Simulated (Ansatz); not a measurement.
C3H10N (SMILES CC[NH2+]C), charge +1, singlet, geometry from GFN2-xTB. Base run: Ansatz (a quantum-chemistry and plane-wave program) with CCSD(T)/STO-3G.

Here is a job for Ansatz.
Ansatz 0.2 input:
```yaml
crystal:
  periodic: [false, false, false]
  atoms:
    - {symbol: C, position_ang: [1.21296475, -0.43505659, 1.05745699]}
    - {symbol: C, position_ang: [0.49340484, 0.73006851, 0.40560672]}
    - {symbol: N, position_ang: [-0.22912828, 0.30572748, -0.83364535]}
    - {symbol: C, position_ang: [-1.42679703, -0.52369353, -0.58580884]}
    - {symbol: H, position_ang: [1.90138003, -0.91149101, 0.36319589]}
    - {symbol: H, position_ang: [1.79585188, -0.06458150, 1.89576360]}
    - {symbol: H, position_ang: [0.52350240, -1.17871165, 1.44533444]}
    - {symbol: H, position_ang: [1.21504360, 1.49985744, 0.12601840]}
    - {symbol: H, position_ang: [-0.23433377, 1.16776361, 1.09065133]}
    - {symbol: H, position_ang: [0.42852521, -0.22443572, -1.42056931]}
    - {symbol: H, position_ang: [-0.51217892, 1.14132391, -1.35893829]}
    - {symbol: H, position_ang: [-2.12795182, 0.01940297, 0.04481675]}
    - {symbol: H, position_ang: [-1.91645003, -0.76834228, -1.52611082]}
    - {symbol: H, position_ang: [-1.14692605, -1.44878838, -0.08817373]}
basis:
  gaussian:
    orbitals: STO-3G
total_charge: 1
magnetization: {spin_polarized: false}
correlation: {method: ccsd_t}
```

Variants of this job, named by their change:

```csv
change,ΔE vs base (kcal/mol),MP2 correlation (Eh),CC correlation without the perturbative part (Eh),basis functions
base,0.000,-0.21381,-0.28164,30
"fitting = cc-pVTZ-JKFIT (mean field), cc-pVTZ-RIFIT (correlation)",-0.002,-0.21379,-0.28162,30
diis_vectors = 2,0.000,-0.21381,-0.28164,30
electrons = outside_noble_gas,0.000,-0.21381,-0.28164,30
electrons = all,___,___,___,30
method = ccsd,___,-0.21381,-0.28164,30
method = mp2,___,-0.21381,-,30
lower_state_search = off,0.000,-0.21381,-0.28164,30
method = bccd_t,0.005,-0.21381,-0.28152,30
diis_vectors = 4,0.000,-0.21381,-0.28164,30
```

Question: What belongs in the gaps?

Answer: 
- electrons = all, ΔE vs base (kcal/mol): -0.98
- electrons = all, MP2 correlation (Eh): -0.21554
- electrons = all, CC correlation without the perturbative part (Eh): -0.28318
- method = ccsd, ΔE vs base (kcal/mol): 1.05
- method = mp2, ΔE vs base (kcal/mol): 43.62
